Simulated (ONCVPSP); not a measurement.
## Mn, ONCV: configuration errors across variants

* Element: Mn
* Generator: ONCVPSP 4.0.1
* Type: optimised norm-conserving Vanderbilt (ONCV)
* Functional: PBE
* Relativity: fully relativistic
* Frozen core: [Ne]
* Valence charge: 15
* Reference configuration: 3s2 3p6 3d5 4s1.5 4p0.5
* Partial waves: 3s+4s: rc 1.35 bohr, ncon 4, nbas 8, qcut 8.8 1/bohr, 2 projectors; 3p+4p: rc 1.75 bohr, ncon 5, nbas 8, qcut 6.8 1/bohr, 2 projectors; 3d: rc 0.95 bohr, ncon 5, nbas 8, qcut 11.6 1/bohr, 2 projectors, debl 3.1 Ha
* Local potential: polynomial inside 0.80 bohr (lpopt 5, dvloc0 2 Ha)
* Core correction: Teter function, fcfact 2, rcfact 1.45

Open shells are filled in proportion to 2j + 1.

All-electron excitation energies from the reference (eV): (1) 3s2 3p6 3d5 4s2 4p0 -1.898; (2) 3s2 3p6 3d5 4s1 4p0 6.518; (3) 3s2 3p6 3d5 4s0 4p0 22.117; (4) 3s2 3p5 3d5 4s2 4p0 60.090.

Errors AE − PS in meV (a dash: test not solved or not reliable):

```tsv
change	(1)	(2)	(3)	(4)	bound ghosts	GHOST(+) flags above zero
base	0.0	+0.2	+1.0	+77	none	none
p: qcut 4.3	-0.1	+0.1	-0.1	+199	none	p3/2, p1/2
p: qcut 5.3	0.0	+0.1	+0.5	+144	none	p3/2, p1/2
p: qcut 6.4	0.0	+0.2	+0.9	+90	none	none
p: qcut 8.2	0.0	+0.2	+1.2	+46	none	none
p: qcut 9.2	0.0	+0.3	+1.3	+36	none	p1/2
p: qcut 10.3	0.0	+0.3	+1.3	+32	none	none
```

(1) Give the same row for: p: qcut 7.1.

Results:

(1) 0.0, +0.2, +1.1, +68; bound ghosts: none; GHOST(+) flags above zero: none.
